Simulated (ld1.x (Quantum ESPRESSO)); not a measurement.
**Scattering properties, ultrasoft potential for Cd**

* Element: cadmium
* Generator: ld1.x (Quantum ESPRESSO) 7.5
* Type: ultrasoft
* Functional: BLYP
* Relativity: scalar-relativistic
* Frozen core: [Kr]
* Valence charge: 12
* Reference configuration: 4d10 5s2 5p0
* Partial waves: 5s (bound): rcut 2.30, rcutus 2.65 bohr; 5s channel at 1.4 Ry: rcut 2.30, rcutus 2.65 bohr; 5p (bound, empty): rcut 3.10, rcutus 3.60 bohr; 5p channel at 2.1 Ry: rcut 3.10, rcutus 3.60 bohr; 4d (bound): rcut 1.65, rcutus 1.90 bohr; 4d channel at -0.15 Ry: rcut 1.65, rcutus 1.90 bohr
* Local potential: all-electron potential smoothed inside 2.75 bohr (lloc = -1)
* Core correction: Bessel-smoothed model core inside 1.25 bohr
* Augmentation charge: PSQ, inside the norm-conserving radii

The phase is arctan(r·u′/u) with u = r·R(r), unwrapped; energies in Ry, scanned from -3 to 5 Ry. A pole is an energy at which the radial function vanishes at the test radius. The pseudo phase is shifted by a multiple of π to meet the all-electron one at the reference energy, and phase errors are pseudo minus all-electron; the curves can meet again beyond the range given. Levels narrower than the energy grid can be missing from the lists of poles.

```tsv
channel	radius (bohr)	reference energy (Ry)	poles, all-electron	poles, pseudo	unbroken range about the reference energy with phases within 0.05 rad	phase error 1 Ry above the reference energy (rad)
s	3.90	-0.42	-0.11, 3.10	-0.11, 3.08	below 4.3	-0.000
p	3.90	-0.09	0.56, 3.92	0.55, 3.71	below 4.2	-0.002
d	3.90	-0.85	-0.84, 1.76	-0.84, 1.76	below 3.2	-0.000
```

Phases in the s channel:

```tsv
E (Ry)	all-electron	pseudo
-3.00	1.412	1.412
-2.76	1.404	1.404
-2.52	1.395	1.395
-2.28	1.383	1.383
-2.04	1.369	1.369
-1.80	1.351	1.351
-1.56	1.327	1.327
-1.32	1.290	1.290
-1.08	1.229	1.229
-0.84	1.092	1.092
-0.60	0.469	0.469
-0.36	-1.238	-1.238
-0.12	-1.563	-1.563
0.12	-1.682	-1.682
0.36	-1.768	-1.768
0.60	-1.867	-1.867
0.84	-2.025	-2.025
1.08	-2.391	-2.391
1.32	-3.360	-3.359
1.56	-4.131	-4.131
1.80	-4.401	-4.401
2.04	-4.522	-4.523
2.28	-4.592	-4.593
2.52	-4.639	-4.639
2.76	-4.673	-4.675
3.00	-4.702	-4.704
3.24	-4.727	-4.729
3.48	-4.750	-4.755
3.72	-4.774	-4.782
3.96	-4.800	-4.814
4.20	-4.831	-4.860
4.44	-4.872	-4.947
4.68	-4.932	-5.251
4.92	-5.039	-7.326
```
